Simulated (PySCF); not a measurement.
The dipole of `CCO[C@H]1CCO1` from its density and from atomic charges.

Coordinates (GFN2-xTB, Å) and charges (e) from the PBE0/pcSseg-1 density (PySCF):

| atom | x | y | z | Mulliken | IAO | Hirshfeld | ESP-fitted |
| --- | --- | --- | --- | --- | --- | --- | --- |
| C1 | 2.121 | 0.361 | 0.910 | -0.2964 | -0.4387 | -0.1305 | -0.1143 |
| C2 | 1.647 | -0.889 | 0.179 | +0.0041 | -0.0475 | +0.0072 | +0.2930 |
| O3 | 0.237 | -1.042 | 0.190 | -0.4954 | -0.3865 | -0.1391 | -0.4909 |
| C4 | -0.460 | -0.203 | -0.655 | +0.3497 | +0.2776 | +0.1089 | +0.5808 |
| C5 | -1.972 | -0.447 | -0.590 | -0.2880 | -0.3059 | -0.0848 | -0.4917 |
| C6 | -2.043 | 0.994 | -0.081 | +0.0928 | -0.0472 | +0.0044 | +0.3365 |
| O7 | -0.625 | 1.140 | -0.188 | -0.5169 | -0.4436 | -0.1677 | -0.4871 |
| H8 | 1.716 | 1.250 | 0.433 | +0.1383 | +0.1573 | +0.0331 | +0.0282 |
| H9 | 1.779 | 0.338 | 1.941 | +0.1159 | +0.1470 | +0.0404 | +0.0536 |
| H10 | 3.207 | 0.405 | 0.894 | +0.1059 | +0.1400 | +0.0430 | +0.0147 |
| H11 | 2.002 | -0.877 | -0.862 | +0.0923 | +0.1147 | +0.0330 | -0.0306 |
| H12 | 2.026 | -1.788 | 0.672 | +0.1180 | +0.1485 | +0.0441 | +0.0098 |
| H13 | -0.003 | -0.199 | -1.661 | +0.0866 | +0.1075 | +0.0307 | -0.0013 |
| H14 | -2.236 | -1.209 | 0.136 | +0.1386 | +0.1582 | +0.0466 | +0.1566 |
| H15 | -2.455 | -0.640 | -1.543 | +0.1306 | +0.1469 | +0.0475 | +0.1317 |
| H16 | -2.385 | 1.117 | 0.949 | +0.1139 | +0.1369 | +0.0423 | +0.0150 |
| H17 | -2.563 | 1.702 | -0.733 | +0.1099 | +0.1347 | +0.0409 | -0.0039 |

Problem. Compute μ = Σ q r for each scheme (1 e·Å = 4.803 D) and compare with the dipole of the full density.

Solution. The full density gives (-0.50, -0.51, -0.84) D, 1.10 D in size; dipole vectors point from the negative to the positive end.

```tsv
scheme	μx	μy	μz	size (D)	share of the full size (%)	angle to the full dipole (°)
Mulliken	-0.85	-0.12	-1.21	1.48	135	23
IAO	-0.61	-0.83	-1.29	1.65	150	5
Hirshfeld	-0.43	-0.44	-0.52	0.81	74	9
ESP-fitted	-0.51	-0.50	-0.82	1.09	99	1
```

Problem. Which set comes closest?

Solution. Length of the difference vector: ESP-fitted 0.03 D, Hirshfeld 0.33 D, IAO 0.57 D, Mulliken 0.64 D. Closest: ESP-fitted. The schemes that divide the density aren't constrained to reproduce the dipole.

Problem. What is left for the Hirshfeld atoms' own dipoles?

Solution. The shares of the density sum to the whole, so what Σ q r misses lies in dipoles about the nuclei. The atomic dipoles sum to (-0.50, -0.51, -0.84) − (-0.43, -0.44, -0.52) = (-0.07, -0.07, -0.32) D, 0.33 D in size.

Problem. With the origin at the mean of the coordinates, (0.000, 0.001, -0.001) Å, which are the largest single terms, by size, of the IAO dipole along the direction of the full one?

Solution. C1 +3.83, C5 -2.27, H15 +1.82, H9 -1.72, H10 -1.56 D; all 17 atoms together +1.64 D. The single terms depend on the origin, their sum doesn't.

Problem. Give the size of the full dipole in other units.

Solution. 1.10 D = 0.432 au = 0.228 e·Å = 3.66 × 10⁻³⁰ C·m.

Geometry: GFN2-xTB, one conformer, isolated molecule.

These values come from a run that also computed NMR shieldings. The run took 22 s (grids of density and orbitals included) on an Arm Neoverse V2 with one thread, shared host with 32 logical CPUs at a one-minute load of 12, and the process peaked at 0.75 GiB of memory.

The values belong to the conformer `[CH3:1][CH2:2][O:3][C@H:4]1[CH2:5][CH2:6][O:7]1`: C1–C2–O3–C4 75°, C2–O3–C4–C5 179°.
